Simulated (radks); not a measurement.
Spherical quantum dot in the effective-mass picture: electrons in a parabolic well V = omega^2 r^2 / 2 with omega = 0.121, all in effective atomic units (hartree* = m*/eps^2 hartree, bohr* = eps/m* bohr), one dielectric constant everywhere. Method: non-relativistic Kohn-Sham, LDA (Slater exchange, Perdew-Wang correlation), spin-polarised, spherical densities; computed with a radial shooting solver with Libxc functionals. Levels are named by radial order and angular momentum (1s, 1p, 1d, 2s, ...), and open shells are averaged over m. Results are scaled to m* = 0.383 and eps = 6.7, for which hartree* = 232.2 meV and bohr* = 0.9257 nm.

N = 14, configuration 1s2 1p6 1d(up 5, down 1). This is the lowest configuration that the search found. Occupied and some empty levels:

level    occupation  eigenvalue (meV)  <r> (nm)
1s up             1            458.66     5.815
1s down           1            461.33     5.594
1p up             3            466.26     6.760
1p down           3            469.54     6.709
1d up             5            476.20     7.398
1d down           1            479.65     7.415
2s up             0            482.23     5.780
2s down           0            483.84     5.896
1f up             0            488.14     7.904
1f down           0            491.53     7.952
2p up             0            496.77     6.631
2p down           0            498.68     6.637

Energy (meV): total 3958.68, kinetic 228.28, external 1410.1, Hartree 2762.2, exchange-correlation -441.94.

Electron density:

r (nm)  n(r) (e/nm^3)
0.643        0.002186
1.36         0.002439
2.08         0.002865
2.79         0.003442
3.51         0.004117
4.22         0.004798
4.94         0.005347
5.66         0.005598
6.37         0.005399
7.09         0.004692
7.81         0.003593
8.52         0.002375
9.24         0.001331
9.95        0.0006281
10.7        0.0002445
11.4       0.00008046
12.1       0.00002173
12.8        5.020e-06
13.5        9.754e-07
14.3        1.555e-07
